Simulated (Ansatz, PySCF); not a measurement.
CHO, SMILES C#[O+], charge +1. Atoms are numbered in the order given.

```xyz
3

C      0.0000     0.0000    -0.5131
O      0.0000     0.0000     0.5909
H      0.0000     0.0000    -1.6101
```
Charge +1, spin multiplicity 1.

Geometry: r2SCAN-D4/def2-TZVPD.

Two levels are set side by side: PBE-D3(BJ)/def2-TZVPD (Ansatz, a first-principles code) and r2SCAN-D4/def2-TZVPD (Ansatz). Each level has its own optimised geometry; the coordinates shown are those of the second. Frequencies come from the Hessian of PySCF at each geometry. Differences are taken from unrounded values.

| quantity | r2SCAN-D4 |
|---|---|
| mean bond length (Å) | 1.100 |
| bond C1–O2 (Å) | 1.104 |
| bond C1–H3 (Å) | 1.097 |
| highest harmonic wavenumber (cm⁻¹) | 3215 |
| mean harmonic wavenumber (cm⁻¹) | 1798 |
| zero-point energy (kcal/mol) | 10.28 |

**Question.** What does PBE-D3(BJ) give, and how far is it from r2SCAN-D4? (The exact figures need the calculation; the answer reports its results.)

**Answer.** 
```tsv
quantity	PBE-D3(BJ)	PBE-D3(BJ) minus r2SCAN-D4
mean bond length (Å)	1.109	0.008
bond C1–O2 (Å)	1.113	0.009
bond C1–H3 (Å)	1.105	0.008
highest harmonic wavenumber (cm⁻¹)	3140	-75
mean harmonic wavenumber (cm⁻¹)	1746	-52
zero-point energy (kcal/mol)	9.98	-0.29
```
